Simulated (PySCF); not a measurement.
PySCF input file for CH₆N, SMILES C[NH3+], charge +1, PBE0/pcJ-1. The structure is a stationary point at ωB97X-D3(BJ)/def2-TZVP.

```python
import numpy as np
from pyscf import gto, scf, dft
from pyscf.prop.ssc import rks as ssc

mol = gto.M(
    atom='''
    C     0.00000000    0.00000000   -0.79840943
    N    -0.00000000    0.00000000    0.70929492
    H    -0.00000001   -1.03311212   -1.13945382
    H     0.89470134    0.51655605   -1.13945382
    H    -0.89470133    0.51655606   -1.13945382
    H    -0.82543274   -0.47656381    1.08125121
    H     0.00000001    0.95312762    1.08125122
    H     0.82543273   -0.47656382    1.08125122
    ''',
    basis='pcJ-1',
    charge=1,
    spin=0,
    max_memory=1600,
    verbose=3,
)
mf = dft.RKS(mol, xc='pbe0')
mf.grids.level = 3
mf.conv_tol = 1e-10
mf.max_cycle = 100
mf.kernel()
j = ssc.SSC(mf)
j.with_fcsd = True
j.max_cycle_cphf = 80
j.conv_tol = 1e-7
e11 = j.kernel()
```

It prints:

```
converged SCF energy = -96.1041667936619
Reduced spin-spin coupling constant K (Hz)
               #0        #1        #2        #3        #4
        0 C    0.00000
        1 N    3.98463   0.00000
        2 H   19.07216  -0.15251   0.00000
        3 H   19.07193  -0.15231  -0.45548   0.00000
        4 H   19.07194  -0.15229  -0.45548  -0.45547   0.00000
        5 H   -0.34240  24.17384   0.08550   0.46810   0.08550
        6 H   -0.34235  24.17400   0.46811   0.08548   0.08549
        7 H   -0.34242  24.17412   0.08550   0.08550   0.46810
               #5        #6        #7
        5 H    0.00000
        6 H   -0.44843   0.00000
        7 H   -0.44854  -0.44854   0.00000
Spin-spin coupling constant J (Hz)
               #0        #1        #2        #3        #4
        0 C    0.00000
        1 N    2.26014   0.00000
        2 H  149.65761  -0.34395   0.00000
        3 H  149.65586  -0.34349 -14.21107   0.00000
        4 H  149.65587  -0.34347 -14.21104 -14.21057   0.00000
        5 H   -2.68681  54.51892   2.66765  14.60476   2.66765
        6 H   -2.68640  54.51926  14.60497   2.66704   2.66732
        7 H   -2.68697  54.51954   2.66763   2.66758  14.60473
               #5        #6        #7
        5 H    0.00000
        6 H  -13.99086   0.00000
        7 H  -13.99449 -13.99456   0.00000
```

The run converged.
